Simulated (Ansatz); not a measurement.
`[F][Ge]([F])([F])[SiH3]` + HCl → `[F][Ge]([F])([SiH3])[Cl]` + H–F at 400 K and 1 bar (ligand exchange at a Ge–F bond).

Isolated molecules relaxed with PBE0-D4/def2-TZVP in Ansatz; ΔE leaves out vibrations. CCSD(T)/CBS adds triple-zeta CCSD(T) − MP2 to the extrapolated MP2 energy (def2 sets, frozen cores). This one scheme is used for every species. For Ge outer-core shells are correlated without core-valence functions, which leaves a few kJ/mol of doubt a bond. Scalar relativity is left out up to krypton.

```json
{"species": "`[F][Ge]([F])([F])[SiH3]`", "CCSD(T)/CBS energy (Eh)": "-2666.49147", "H − E (kJ/mol)": "119.7", "S (J/(mol·K))": "396.4"}
{"species": "HCl", "CCSD(T)/CBS energy (Eh)": "-460.38127", "H − E (kJ/mol)": "29.6", "S (J/(mol·K))": "195.4"}
{"species": "`[F][Ge]([F])([SiH3])[Cl]`", "CCSD(T)/CBS energy (Eh)": "-3026.48035", "H − E (kJ/mol)": "118.3", "S (J/(mol·K))": "417.6"}
{"species": "H–F", "CCSD(T)/CBS energy (Eh)": "-100.39570", "H − E (kJ/mol)": "36.5", "S (J/(mol·K))": "182.2"}
```

H − E and S are ideal-gas, rigid-rotor, harmonic terms from PBE0-D4/def2-TZVP. 1 Eh = 2625.50 kJ/mol, R = 8.31446 J/(mol·K).

**Question.** By hand: ΔE, ΔH, ΔS and ΔG.

**Answer.** ΔE = (-3026.48035) + (-100.39570) − (-2666.49147) − (-460.38127) = -0.00331 Eh = -8.7 kJ/mol. Δ(H − E) = 118.3 + 36.5 − 119.7 − 29.6 = 5.5, so ΔH = -3.2 kJ/mol. ΔS = 417.6 + 182.2 − 396.4 − 195.4 = 8.0 J/(mol·K). ΔG = -3.2 − 400 × (8.0)/1000 = -6.4 kJ/mol.

**Question.** By hand: the equilibrium constant, and the temperature at which ΔG would vanish if ΔH and ΔS stayed fixed.

**Answer.** log₁₀ K = −ΔG/(RT ln 10) = 0.8. ΔH and −TΔS have one sign here, so there is no such temperature.

TΔS isn't small against ΔH here. A doubt of 5 kJ/mol in ΔE shifts log₁₀ K by 0.7 here. These are equilibria of isolated gas molecules and say nothing of rates. Largest T1 diagnostic: 0.013 (customary marks: 0.02 for closed shells, 0.045 for open ones).
